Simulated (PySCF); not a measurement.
cyclotrisilazane (H$_{9}$N$_{3}$Si$_{3}$), singlet, geometry from GFN2-xTB; BLYP/6-31G** (PySCF).

The PySCF input:
```python
from pyscf import gto, scf, dft

mol = gto.M(
    atom='''
Si    1.680548   -0.424967   -0.525960
N     0.502902   -1.528326    0.083771
Si   -1.175621   -1.310262    0.417014
N    -1.460436    0.384865    0.562605
Si   -0.548396    1.723693   -0.030265
N     1.060958    1.171053   -0.314183
H     1.940001   -0.689110   -1.953842
H     2.911939   -0.563009    0.264480
H     0.816665   -2.482004    0.137400
H    -1.992763   -1.882461   -0.669625
H    -1.490307   -1.949024    1.702318
H    -2.367973    0.625472    0.922028
H    -0.516099    2.763327    1.007603
H    -1.139888    2.242990   -1.277816
H     1.723030    1.902186   -0.508936
''',
    basis='6-31g**',
    charge=0,
    spin=0,
    verbose=4,
)

mf = dft.RKS(mol)
mf.xc = 'blyp'
mf.kernel()
```

It wrote (shortened):

```
PySCF version 2.14.0

[INPUT] verbose = 4
[INPUT] num. atoms = 15
[INPUT] num. electrons = 72
[INPUT] charge = 0
[INPUT] spin (= nelec alpha-beta = 2S) = 0
[INPUT] symmetry False subgroup None
[INPUT] Mole.unit = angstrom
[INPUT] Symbol           X                Y                Z      unit          X                Y                Z       unit  Magmom
[INPUT]  1 Si     1.680548000000  -0.424967000000  -0.525960000000 AA    3.175775459186  -0.803071241978  -0.993920352476 Bohr   0.0
[INPUT]  2 N      0.502902000000  -1.528326000000   0.083771000000 AA    0.950347047496  -2.888117569052   0.158304247181 Bohr   0.0
[INPUT]  3 Si    -1.175621000000  -1.310262000000   0.417014000000 AA   -2.221601716287  -2.476036331425   0.788042250109 Bohr   0.0
[INPUT]  4 N     -1.460436000000   0.384865000000   0.562605000000 AA   -2.759824062455   0.727289444931   1.063169366311 Bohr   0.0
[INPUT]  5 Si    -0.548396000000   1.723693000000  -0.030265000000 AA   -1.036318247807   3.257307692830  -0.057192561160 Bohr   0.0
[INPUT]  6 N      1.060958000000   1.171053000000  -0.314183000000 AA    2.004920049666   2.212969447350  -0.593719822994 Bohr   0.0
[INPUT]  7 H      1.940001000000  -0.689110000000  -1.953842000000 AA    3.666070571382  -1.302229169699  -3.692226270672 Bohr   0.0
[INPUT]  8 H      2.911939000000  -0.563009000000   0.264480000000 AA    5.502767201440  -1.063932815665   0.499794765425 Bohr   0.0
[INPUT]  9 H      0.816665000000  -2.482004000000   0.137400000000 AA    1.543273185518  -4.690307800075   0.259648369515 Bohr   0.0
[INPUT] 10 H     -1.992763000000  -1.882461000000  -0.669625000000 AA   -3.765776301167  -3.557335730175  -1.265407856162 Bohr   0.0
[INPUT] 11 H     -1.490307000000  -1.949024000000   1.702318000000 AA   -2.816272071522  -3.683121570204   3.216914796917 Bohr   0.0
[INPUT] 12 H     -2.367973000000   0.625472000000   0.922028000000 AA   -4.474820440365   1.181970778584   1.742380399180 Bohr   0.0
[INPUT] 13 H     -0.516099000000   2.763327000000   1.007603000000 AA   -0.975285763162   5.221931222616   1.904093712290 Bohr   0.0
[INPUT] 14 H     -1.139888000000   2.242990000000  -1.277816000000 AA   -2.154076132678   4.238636800138  -2.414722277587 Bohr   0.0
[INPUT] 15 H      1.723030000000   1.902186000000  -0.508936000000 AA    3.256054804409   3.594610577982  -0.961749654932 Bohr   0.0

nuclear repulsion = 473.520009424761
number of shells = 69
number of NR pGTOs = 297
number of NR cGTOs = 141
basis = 6-31g**
ecp = {}

******** <class 'pyscf.dft.rks.RKS'> ********
method = RKS
initial guess = minao
damping factor = 0
level_shift factor = 0
DIIS = <class 'pyscf.scf.diis.CDIIS'>
diis_start_cycle = 1
diis_space = 8
diis_damp = 0
SCF conv_tol = 1e-09
SCF conv_tol_grad = None
SCF max_cycles = 50
direct_scf = True
direct_scf_tol = 1e-13
XC library pyscf.dft.libxc version 7.1.2
    S. Lehtola, C. Steigemann, M. J. T. Oliveira, and M. A. L. Marques,  SoftwareX 7, 1–5 (2018)
XC functionals = blyp
    A. D. Becke,  Phys. Rev. A 38, 3098 (1988)
    C. Lee, W. Yang, and R. G. Parr,  Phys. Rev. B 37, 785 (1988)
    B. Miehlich, A. Savin, H. Stoll, and H. Preuss,  Chem. Phys. Lett. 157, 200 (1989)
radial grids:
    Treutler-Ahlrichs [JCP 102, 346 (1995); DOI:10.1063/1.469408] (M4) radial grids

becke partition: Becke, JCP 88, 2547 (1988); DOI:10.1063/1.454033
pruning grids: <function nwchem_prune>
grids dens level: 3
symmetrized grids: False
atomic radii adjust function: <function treutler_atomic_radii_adjust>
small_rho_cutoff = 0
Set gradient conv threshold to 3.16228e-05
Initial guess from minao.
tot grids = 187520
init E= -1038.59856617554
  HOMO = -0.288973865424544  LUMO = -0.0366761691683464  gap/eV = 6.86537
cycle= 1 E= -1037.9291673238  delta_E= 0.669  |g|= 0.98  |ddm|= 3.65
  HOMO = -0.0635617090002598  LUMO = 0.0397701650896798  gap/eV = 2.81180
cycle= 2 E= -1037.30144098589  delta_E= 0.628  |g|= 1.88  |ddm|= 2.68
  HOMO = -0.199891700445375  LUMO = 0.000132914516195501  gap/eV = 5.44295
cycle= 3 E= -1038.13263971196  delta_E= -0.831  |g|= 0.116  |ddm|=  2.1
  HOMO = -0.195151343076485  LUMO = 0.00532376974099497  gap/eV = 5.45521
cycle= 4 E= -1038.1369037289  delta_E= -0.00426  |g|= 0.0281  |ddm|= 0.234
  HOMO = -0.197055362765771  LUMO = 0.00350559773939922  gap/eV = 5.45754
cycle= 5 E= -1038.13715539188  delta_E= -0.000252  |g|= 0.00829  |ddm|= 0.0496
  HOMO = -0.196487789792055  LUMO = 0.00380877438595913  gap/eV = 5.45035
cycle= 6 E= -1038.13717442816  delta_E= -1.9e-05  |g|= 0.00217  |ddm|= 0.0109
  HOMO = -0.196444709453602  LUMO = 0.00387906381468344  gap/eV = 5.45109
cycle= 7 E= -1038.13717536042  delta_E= -9.32e-07  |g|= 0.000933  |ddm|= 0.00272
  HOMO = -0.196452993039906  LUMO = 0.00387997252517698  gap/eV = 5.45134
cycle= 8 E= -1038.13717555179  delta_E= -1.91e-07  |g|= 0.000134  |ddm|= 0.000935
  HOMO = -0.196460373636122  LUMO = 0.00387258475972582  gap/eV = 5.45134
cycle= 9 E= -1038.13717555785  delta_E= -6.07e-09  |g|= 2.18e-05  |ddm|= 0.000255
  HOMO = -0.196462441299801  LUMO = 0.00387089017528804  gap/eV = 5.45135
cycle= 10 E= -1038.13717555802  delta_E= -1.64e-10  |g|= 3.73e-06  |ddm|= 4.48e-05
  HOMO = -0.196462368067415  LUMO = 0.00387111492997617  gap/eV = 5.45135
Extra cycle  E= -1038.13717555802  delta_E= -3.87e-12  |g|= 3.33e-06  |ddm|= 1.22e-05
converged SCF energy = -1038.13717555802
```
